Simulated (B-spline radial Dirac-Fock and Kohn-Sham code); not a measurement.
## Relativistic shifts of the levels of Bi³⁰⁺

System: bismuth as Bi³⁰⁺, configuration [Kr] 4d10 4f7.

Both columns are ΔSCF binding energies of the configuration average from a radial atomic solver: non-relativistic Hartree-Fock with a point nucleus, and Dirac-Fock with a finite nucleus and the Coulomb interaction alone, averaged over the two j levels with weights 2j+1.

```
shell  Hartree-Fock (eV)  Dirac-Fock (eV)  shift (eV)  shift (%)
   1s            82582.8          92085.8    +9503.04     +11.51
   2s            14929.5          17506.1    +2576.63     +17.26
   2p            14398.2          15277.9     +879.63      +6.11
   3s             4392.6           5052.8     +660.18     +15.03
   3p             4140.8           4396.3     +255.51      +6.17
   3d             3677.1           3661.4      -15.70      -0.43
   4s             1712.1           1904.6     +192.50     +11.24
   4p             1597.7           1674.1      +76.41      +4.78
   4d             1387.9           1389.3       +1.34      +0.10
   4f             1121.5           1106.1      -15.32      -1.37
```

Relativity binds 1s, 2s, 2p, 3s, 3p, 4s, 4p, 4d more strongly, among those listed most of all 2s in relative terms, and 3d, 4f more weakly, because the contracted s and p shells screen the nucleus better.

Values without a named source are computed, but for edge energies of neutral atoms, which are taken from tables.
